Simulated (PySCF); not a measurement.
## Selenium: a sound run and one with changed settings

Sound run: Se⁺ [Ar] 3d10 4s2 4p3, Se²⁺ [Ar] 3d10 4s2 4p2. All numbers are calculated (PySCF 2.14, a scalar-relativistic core potential, in cc-pVTZ-PP with ECP10MDF (5s4p3d1f, 39 functions)). The sound run starts from symmetry-adapted Hartree-Fock orbitals and uses a fine grid where one is needed.

A second run was set up differently.

```tsv
species	method	sound run (hartree)	changed run (hartree)	converged
Se⁺	UHF	-371.54804	-371.54804	yes
Se⁺	MN15	-373.22375	-373.22375	yes
Se⁺	B3LYP	-372.82787	-372.82787	yes
Se²⁺	UHF	-370.78217	-370.78217	yes
Se²⁺	MN15	-372.44715	-372.44679	yes
Se²⁺	B3LYP	-372.04740	-372.04745	yes
```

Ionisation energy of Se⁺:

```csv
method,sound run (eV),changed run (eV)
UHF,20.840,20.840
MN15,21.132,21.142
B3LYP,21.238,21.236
```

What was changed?
A. angular grid far too coarse
B. basis contracted for another Hamiltonian
C. a valence shell is frozen
D. all electrons correlated in a valence basis

A. It used 26 angular points. A coarse angular grid integrates products of high-l functions wrongly, so density functionals can shift, and the SCF can exploit the error; Hartree-Fock and MP2 need no grid.
